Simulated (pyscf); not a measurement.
Structures and frequencies: ωB97X-D3(BJ)/def2-SVP in PySCF. MP2 and CC: frozen core, UHF for open shells. ΔMP2 is the change of the MP2 total energy from the triple- to the quadruple-zeta basis.

Problem. What is the homolytic dissociation enthalpy (298 K, CCSD(T)/def2-TZVPP + ΔMP2(QZVPP)) of the Ge–Se bond of Cl–GeH₂–SeH (SMILES [Cl][GeH2][SeH]), to Cl–GeH₂• + SeH•?

Solution. Ge–Se to Cl–GeH₂• + SeH•: 309.4 kJ/mol. The CCSD(T) − MP2 part came from Ansatz, without density fitting, on the same reference. The frozen core leaves the outer d or s,p core shells of the metals and heavy elements correlated in the MP2 and CC values, and def2-TZVPP describes them poorly, which can shift differences by a few kcal/mol. Left out: the spin-orbit lowering of SeH, which is large for Br, Se, Te and I. Elements up to Kr have no core potential and no relativistic terms here.
